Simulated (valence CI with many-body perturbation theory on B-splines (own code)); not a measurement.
**Sn XXXV: calculated level list**

Computed by configuration interaction combined with many-body perturbation theory (CI+MBPT): six valence electrons over a frozen Dirac-Fock core [Ne], a basis of 9 s, 9 p, 8 d, 6 f, 3 g, 1 h functions for each j, with the one-electron correlation potential Σ1, the two-electron term Σ2, the three-electron term Σ3, Breit, model QED; selected CI, second order for the rest, scaled by the run's own slope (own B-spline code, finite nucleus).

No measured spectrum was set against this ion. As an estimate, large intervals hold to a few tenths of a per cent, small ones and those within an open d or f shell to about a per cent. Among the levels kept, up to 1500 cm⁻¹ of a level comes from second order outside the variational space, and about a tenth of that is noise between levels of different J, which matters for small intervals.

Levels 1 to 38 of 38, with energies above the lowest level, (3s^2 3p1/2^2 3p3/2^2) J=2. "Leading %" is the weight of the configuration and term that name the level; weights of strongly mixed levels are sums over their largest components and can fall short. In the jj column 3d3/2^4 stands for four electrons in 3d with j = 3/2.

| No. | Configuration | Term | J | E (cm⁻¹) | Leading % | Leading jj | g |
| --- | --- | --- | --- | --- | --- | --- | --- |
| 1 | 3s2 3p4 | 3P | 2 | 0 | 72 | 3s^2 3p1/2^2 3p3/2^2 (98 %) | 1.363 |
| 2 | 3s2 3p4 | 1S | 0 | 90805 | 55 | 3s^2 3p1/2^2 3p3/2^2 (97 %) |  |
| 3 | 3s2 3p4 | 3P | 1 | 419260 | 98 | 3s^2 3p1/2 3p3/2^3 (98 %) | 1.497 |
| 4 | 3s2 3p4 | 1D | 2 | 470620 | 72 | 3s^2 3p1/2 3p3/2^3 (97 %) | 1.127 |
| 5 | 3s2 3p4 | 3P | 0 | 928120 | 55 | 3s^2 3p3/2^4 (96 %) |  |
| 6 | 3s2 3p3 3d | 5D° | 2 | 1118400 | 22 | 3s^2 3p1/2^2 3p3/2 3d3/2 (80 %) | 1.197 |
| 7 | 3s2 3p3 3d | 5D° | 1 | 1136100 | 30 | 3s^2 3p1/2^2 3p3/2 3d3/2 (82 %) | 1.222 |
| 8 | 3s2 3p3 3d | 3F° | 3 | 1159000 | 27 | 3s^2 3p1/2^2 3p3/2 3d3/2 (82 %) | 1.197 |
| 9 | 3s2 3p3 3d | 3P° | 0 | 1159300 | 46 | 3s^2 3p1/2^2 3p3/2 3d3/2 (92 %) |  |
| 10 | 3s 3p5 | 3P° | 2 | 1167200 | 42 | 3s 3p1/2^2 3p3/2^3 (42 %) | 1.277 |
| 11 | 3s2 3p3 3d | 3F° | 4 | 1243900 | 40 | 3s^2 3p1/2^2 3p3/2 3d5/2 (94 %) | 1.306 |
| 12 | 3s 3p5 | 3P° | 1 | 1327800 | 28 | 3s 3p1/2^2 3p3/2^3 (45 %) | 1.335 |
| 13 | 3s2 3p3 3d | 5D° | 2 | 1332600 | 29 | 3s^2 3p1/2^2 3p3/2 3d5/2 (48 %) | 1.354 |
| 14 | 3s2 3p3 3d | 3G° | 3 | 1358300 | 23 | 3s^2 3p1/2^2 3p3/2 3d5/2 (69 %) | 1.111 |
| 15 | 3s2 3p3 3d | 3D° | 1 | 1430900 | 59 | 3s^2 3p1/2^2 3p3/2 3d5/2 (60 %) | 0.863 |
| 16 | 3s2 3p3 3d | 5D° | 0 | 1505200 | 32 | 3s^2 3p1/2 3p3/2^2 3d3/2 (82 %) |  |
| 17 | 3s2 3p3 3d | 3F° | 2 | 1511900 | 46 | 3s^2 3p1/2 3p3/2^2 3d3/2 (94 %) | 1.002 |
| 18 | 3s2 3p3 3d | 3D° | 1 | 1515000 | 48 | 3s^2 3p1/2 3p3/2^2 3d3/2 (82 %) | 0.948 |
| 19 | 3s2 3p3 3d | 3F° | 3 | 1544400 | 47 | 3s^2 3p1/2 3p3/2^2 3d3/2 (86 %) | 1.120 |
| 20 | 3s 3p5 | 3P° | 0 | 1590500 | 42 | 3s^2 3p1/2 3p3/2^2 3d5/2 (48 %) |  |
| 21 | 3s2 3p3 3d | 3G° | 4 | 1595200 | 60 | 3s^2 3p1/2 3p3/2^2 3d3/2 (86 %) | 1.097 |
| 22 | 3s2 3p3 3d | 3D° | 3 | 1604700 | 60 | 3s^2 3p1/2 3p3/2^2 3d5/2 (94 %) | 1.315 |
| 23 | 3s2 3p3 3d | 1P° | 1 | 1623000 | 26 | 3s^2 3p1/2 3p3/2^2 3d5/2 (67 %) | 0.956 |
| 24 | 3s2 3p3 3d | 5D° | 4 | 1623000 | 38 | 3s^2 3p1/2 3p3/2^2 3d5/2 (87 %) | 1.246 |
| 25 | 3s2 3p3 3d | 3F° | 2 | 1651200 | 51 | 3s^2 3p1/2 3p3/2^2 3d3/2 (86 %) | 0.894 |
| 26 | 3s2 3p3 3d | 3F° | 4 | 1674300 | 64 | 3s^2 3p1/2 3p3/2^2 3d5/2 (92 %) | 1.166 |
| 27 | 3s2 3p3 3d | 3G° | 5 | 1693600 | 99 | 3s^2 3p1/2 3p3/2^2 3d5/2 (99 %) | 1.195 |
| 28 | 3s2 3p3 3d | 3S° | 1 | 1744500 | 47 | 3s^2 3p1/2 3p3/2^2 3d3/2 (47 %) | 1.521 |
| 29 | 3s2 3p3 3d | 3D° | 3 | 1752800 | 63 | 3s^2 3p1/2 3p3/2^2 3d3/2 (73 %) | 1.194 |
| 30 | 3s2 3p3 3d | 3P° | 2 | 1753900 | 43 | 3s^2 3p1/2 3p3/2^2 3d3/2 (64 %) | 1.284 |
| 31 | 3s2 3p3 3d | 3D° | 2 | 1778000 | 55 | 3s^2 3p1/2 3p3/2^2 3d5/2 (93 %) | 1.238 |
| 32 | 3s2 3p3 3d | 3P° | 0 | 1800000 | 34 | 3s^2 3p1/2 3p3/2^2 3d5/2 (44 %) |  |
| 33 | 3s2 3p3 3d | 3F° | 3 | 1813100 | 39 | 3s^2 3p1/2 3p3/2^2 3d5/2 (96 %) | 1.135 |
| 34 | 3s2 3p3 3d | 3P° | 1 | 1817000 | 40 | 3s^2 3p1/2 3p3/2^2 3d3/2 (44 %) | 1.192 |
| 35 | 3s2 3p3 3d | 3D° | 2 | 1828800 | 39 | 3s^2 3p1/2 3p3/2^2 3d5/2 (73 %) | 1.059 |
| 36 | 3s2 3p3 3d | 1F° | 3 | 1860600 | 47 | 3s^2 3p1/2 3p3/2^2 3d5/2 (64 %) | 1.044 |
| 37 | 3s2 3p3 3d | 3D° | 1 | 1874000 | 35 | 3s^2 3p1/2 3p3/2^2 3d3/2 (68 %) | 0.981 |
| 38 | 3s2 3p3 3d | 1D° | 2 | 1920500 | 40 | 3s^2 3p1/2 3p3/2^2 3d5/2 (81 %) | 1.180 |

The ionisation energy to 3s2 3p3 2P°_3/2 of the next ion comes out as 2231.6 eV (NIST: 2227 ± 3 eV (semi-empirical)). All 38 levels together are meant to be complete up to 1934900 cm⁻¹.
